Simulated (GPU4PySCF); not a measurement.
pyrene (C16H10), SMILES c1cc2ccc3cccc4ccc(c1)c2c34. The structure is a stationary point at PBE-D3(BJ)/def2-TZVP.

These are GPU4PySCF with PBE-D3(BJ)/def2-TZVP values and carry that method's errors.

Harmonic wavenumbers (cm⁻¹): 95, 145, 205, 239, 252, 349, 388, 402, 450, 481, 492, 493, 496, 523, 537, 568, 590, 672, 688, 710, 723, 730, 753, 783, 793, 813, 831, 855, 865, 869, 904, 908, 912, 920, 965, 991, 1066, 1085, 1101, 1130, 1139, 1164, 1166, 1209, 1225, 1234, 1244, 1324, 1349, 1385, 1401, 1407, 1418, 1420, 1453, 1477, 1496, 1553, 1583, 1592, 1601, 1623, 3092, 3092, 3095, 3095, 3102, 3103, 3110, 3110, 3120, 3120. Rotational constants (GHz): 1.009, 0.5543, 0.3578; symmetry number 4.

Problem. Work out the zero-point energy and the ideal-gas rigid-rotor harmonic-oscillator thermochemistry at 298.15 K and 1 atm.

Solution. ZPE = ½ Σ hcν = ½ × 88272 cm⁻¹ = 126.19 kcal/mol. H − E(el) = 133.34 kcal/mol. Entropy in cal/(mol K): translation 41.82, rotation 29.00, vibration 25.29, total 96.10. G − E(el) = 104.68 kcal/mol. Cp = 48.39 cal/(mol K). Modes under 150 cm⁻¹ make the vibrational entropy uncertain.
